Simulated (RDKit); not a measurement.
Job for RDKit: MMFF94 on C2H7NSi (a complex), monomers drawn apart or pushed together.

```python
from rdkit import Chem
from rdkit.Chem import AllChem, rdDetermineBonds

blocks = [
'''5

Si    0.18319018    0.13841816    0.10814634
H    -0.21476420    0.16738880   -1.31923529
H    -0.23661418   -1.15587201    0.69274846
H    -0.51448566    1.23481046    0.81859879
H     1.64530193    0.30294759    0.22479007
''',
'''6

C    -1.66560203   -0.23151728    6.65710089
C    -0.22062878   -0.15115656    6.52377818
N     0.92100499   -0.08745284    6.40571913
H    -2.10348881    0.76416041    6.58635889
H    -2.07632748   -0.85257978    5.86085213
H    -1.93216370   -0.66780190    7.61977190
''',
]
mol = None
for b in blocks:
    f = Chem.MolFromXYZBlock(b)
    rdDetermineBonds.DetermineBonds(f, charge=0)
    mol = f if mol is None else Chem.CombineMols(mol, f)
Chem.SanitizeMol(mol)
print(Chem.MolToSmiles(Chem.RemoveHs(mol)))
ff = AllChem.MMFFGetMoleculeForceField(mol, AllChem.MMFFGetMoleculeProperties(mol), nonBondedThresh=100.0, ignoreInterfragInteractions=False)
e = ff.CalcEnergy()
print(f'MMFF94 energy {e:.6f} kcal/mol')
```

The log:

```
CC#N.[SiH4]
MMFF94 energy 0.181228 kcal/mol
```

The run finished.

Cost: about 0.04 core-seconds (a rough figure).
